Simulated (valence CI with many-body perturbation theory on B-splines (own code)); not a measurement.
**E1 transitions of Se XXX**

Level of theory: configuration interaction combined with many-body perturbation theory (CI+MBPT): three valence electrons over a frozen Dirac-Fock core [He], a basis of 11 s, 11 p, 9 d, 7 f, 5 g, 2 h, 1 i functions for each j, with the one-electron correlation potential Σ1, the two-electron term Σ2, the three-electron term Σ3, Breit, model QED; selected CI, second order for the rest (own B-spline code, finite nucleus).

The last digits are not significant, and no measured levels were compared; by estimate large intervals hold to a few tenths of a per cent, small ones and those within an open d or f shell to about a per cent.

Lines 151 to 200 of 259 in falling wavelength, among levels below 156.42 Ry, chosen from the strongest by gf and those to the six lowest levels. Wavelengths and rates use the calculated energies. Electric multipoles are in the length gauge, E1 and E2 with the static RPA response of the core. Weak lines are less certain than strong ones. Lines between different terms over intervals too small for the method are left out, as are lines whose strength nearly cancels. The highest levels of a list are the least certain.

Levels are named by their leading jj configuration (3d3/2^4 stands for four electrons in 3d with j = 3/2), which in mixed levels can hold well under half, so a name can repeat and another be missing. Letters in brackets count levels of one name in rising energy.

```csv
λ vac (Å),Upper,Lower,A (s⁻¹),S (a.u.) with core polarisation,S without
6.619,(2s 2p3/2 3d5/2) J=3/2 [a],(2s 2p1/2 2p3/2) J=1/2,1.17e+13,6.71e-03,6.72e-03
6.615,(2s 2p3/2 3d3/2) J=1/2 [a],(2s 2p1/2 2p3/2) J=3/2 [b],3.09e+11,8.84e-05,8.86e-05
6.608,(2s^2 3d5/2) J=5/2,(2s^2 2p3/2) J=3/2,6.08e+13,5.19e-02,5.20e-02
6.603,(2s 2p1/2 3d5/2) J=5/2 [b],(2s 2p1/2 2p3/2) J=5/2,8.85e+11,7.54e-04,7.56e-04
6.599,(2s 2p3/2 3d5/2) J=5/2 [a],(2s 2p1/2 2p3/2) J=3/2 [b],2.52e+12,2.14e-03,2.14e-03
6.598,(2s 2p1/2 3d5/2) J=5/2 [a],(2s 2p1/2 2p3/2) J=3/2 [a],3.58e+13,3.04e-02,3.05e-02
6.591,(2p1/2^2 3p1/2) J=1/2,(2s 2p1/2 2p3/2) J=1/2,9.53e+12,2.69e-03,2.69e-03
6.587,(2s 2p1/2 3d3/2) J=3/2 [b],(2s 2p1/2 2p3/2) J=3/2 [a],1.31e+13,7.42e-03,7.42e-03
6.585,(2s 2p1/2 3d3/2) J=1/2,(2s 2p1/2 2p3/2) J=3/2 [a],2.81e+12,7.91e-04,7.92e-04
6.581,(2s 2p3/2 3d5/2) J=3/2 [a],(2s 2p1/2 2p3/2) J=3/2 [b],3.07e+12,1.73e-03,1.73e-03
6.558,(2s 2p1/2 3d5/2) J=3/2,(2s 2p1/2 2p3/2) J=3/2 [a],1.85e+11,1.03e-04,1.03e-04
6.550,(2s 2p1/2 3d5/2) J=5/2 [b],(2s 2p1/2 2p3/2) J=3/2 [a],6.54e+12,5.44e-03,5.45e-03
6.550,(2s 2p3/2 3d5/2) J=1/2,(2s 2p1/2 2p3/2) J=3/2 [b],6.75e+11,1.87e-04,1.88e-04
6.542,(2s 2p3/2 3d3/2) J=5/2 [b],(2s 2p3/2^2) J=5/2,4.60e+12,3.81e-03,3.81e-03
6.541,(2s 2p1/2 3d3/2) J=3/2 [a],(2s 2p1/2^2) J=1/2,3.82e+12,2.11e-03,2.11e-03
6.539,(2s 2p3/2 3d5/2) J=7/2 [b],(2s 2p3/2^2) J=5/2,3.29e+13,3.63e-02,3.63e-02
6.539,(2s 2p1/2 3p1/2) J=3/2,(2s^2 2p3/2) J=3/2,1.57e+12,8.68e-04,8.68e-04
6.511,(2s 2p3/2 3d3/2) J=7/2,(2s 2p1/2 2p3/2) J=5/2,6.04e+13,6.59e-02,6.59e-02
6.510,(2s 2p3/2 3d3/2) J=5/2 [a],(2s 2p1/2 2p3/2) J=5/2,4.30e+13,3.51e-02,3.51e-02
6.504,(2s 2p3/2 3d3/2) J=3/2 [a],(2s 2p1/2 2p3/2) J=5/2,2.15e+13,1.17e-02,1.17e-02
6.503,(2s 2p3/2 3d3/2) J=3/2 [b],(2s 2p1/2 2p3/2) J=1/2,2.82e+13,1.53e-02,1.53e-02
6.500,(2s 2p1/2 3p3/2) J=3/2 [a],(2s^2 2p3/2) J=3/2,4.65e+11,2.52e-04,2.52e-04
6.488,(2s 2p1/2 3d3/2) J=3/2 [b],(2s 2p1/2^2) J=1/2,5.57e+13,3.00e-02,3.01e-02
6.486,(2s 2p3/2 3d3/2) J=1/2 [b],(2s 2p1/2 2p3/2) J=1/2,4.21e+13,1.13e-02,1.14e-02
6.486,(2s 2p1/2 3d3/2) J=1/2,(2s 2p1/2^2) J=1/2,8.90e+13,2.40e-02,2.40e-02
6.486,(2s 2p3/2 3d5/2) J=5/2 [a],(2s 2p1/2 2p3/2) J=5/2,3.52e+12,2.84e-03,2.85e-03
6.479,(2s 2p1/2 3p3/2) J=1/2,(2s^2 2p3/2) J=3/2,7.03e+11,1.89e-04,1.88e-04
6.477,(2s 2p1/2 3p3/2) J=5/2,(2s^2 2p3/2) J=3/2,5.42e+11,4.36e-04,4.37e-04
6.472,(2s 2p3/2 3d3/2) J=5/2 [b],(2s 2p1/2 2p3/2) J=3/2 [b],6.40e+13,5.13e-02,5.14e-02
6.467,(2s 2p3/2 3d3/2) J=3/2 [b],(2s 2p1/2 2p3/2) J=3/2 [b],1.50e+13,8.01e-03,8.02e-03
6.461,(2s 2p1/2 3p3/2) J=3/2 [b],(2s^2 2p3/2) J=3/2,2.98e+11,1.59e-04,1.59e-04
6.460,(2s 2p1/2 3d5/2) J=3/2,(2s 2p1/2^2) J=1/2,3.69e+12,1.96e-03,1.96e-03
6.459,(2s^2 3d3/2) J=3/2,(2s^2 2p1/2) J=1/2,5.53e+13,2.94e-02,2.95e-02
6.458,(2s 2p3/2 3d3/2) J=5/2 [a],(2s 2p1/2 2p3/2) J=3/2 [a],2.38e+13,1.90e-02,1.90e-02
6.452,(2s 2p3/2 3d5/2) J=7/2 [a],(2s 2p1/2 2p3/2) J=5/2,3.48e+12,3.69e-03,3.70e-03
6.452,(2s 2p3/2 3d3/2) J=3/2 [a],(2s 2p1/2 2p3/2) J=3/2 [a],4.29e+13,2.27e-02,2.28e-02
6.451,(2s 2p3/2 3d3/2) J=1/2 [b],(2s 2p1/2 2p3/2) J=3/2 [b],3.94e+12,1.04e-03,1.05e-03
6.451,(2s 2p3/2 3d5/2) J=5/2 [b],(2s 2p1/2 2p3/2) J=3/2 [b],2.12e+12,1.68e-03,1.68e-03
6.450,(2s 2p3/2 3d3/2) J=1/2 [a],(2s 2p1/2 2p3/2) J=3/2 [a],5.88e+13,1.56e-02,1.56e-02
6.442,(2s 2p3/2 3s) J=3/2 [b],(2s 2p1/2^2) J=1/2,2.74e+11,1.45e-04,1.45e-04
6.438,(2s 2p3/2 3d5/2) J=3/2 [b],(2s 2p1/2 2p3/2) J=3/2 [b],4.12e+11,2.17e-04,2.18e-04
6.437,(2p1/2 2p3/2 3p1/2) J=1/2,(2s 2p1/2 2p3/2) J=3/2 [b],2.08e+12,5.46e-04,5.46e-04
6.417,(2s 2p3/2 3d5/2) J=3/2 [a],(2s 2p1/2 2p3/2) J=3/2 [a],1.97e+11,1.03e-04,1.03e-04
6.405,(2s 2p1/2 3p1/2) J=1/2 [a],(2s^2 2p1/2) J=1/2,5.45e+12,1.41e-03,1.41e-03
6.401,(2p1/2 2p3/2 3p1/2) J=5/2,(2s 2p1/2 2p3/2) J=3/2 [b],6.22e+11,4.83e-04,4.80e-04
6.386,(2p1/2 2p3/2 3p3/2) J=5/2 [a],(2s 2p1/2 2p3/2) J=3/2 [b],6.10e+11,4.71e-04,4.70e-04
6.382,(2s 2p3/2 3p1/2) J=3/2 [a],(2s^2 2p3/2) J=3/2,7.44e+12,3.82e-03,3.81e-03
6.379,(2s 2p1/2 3p1/2) J=3/2,(2s^2 2p1/2) J=1/2,4.42e+12,2.27e-03,2.26e-03
6.378,(2p1/2 2p3/2 3p3/2) J=1/2 [a],(2s 2p1/2 2p3/2) J=3/2 [b],1.80e+12,4.60e-04,4.60e-04
6.374,(2s 2p3/2 3p1/2) J=5/2,(2s^2 2p3/2) J=3/2,1.12e+13,8.56e-03,8.55e-03
```
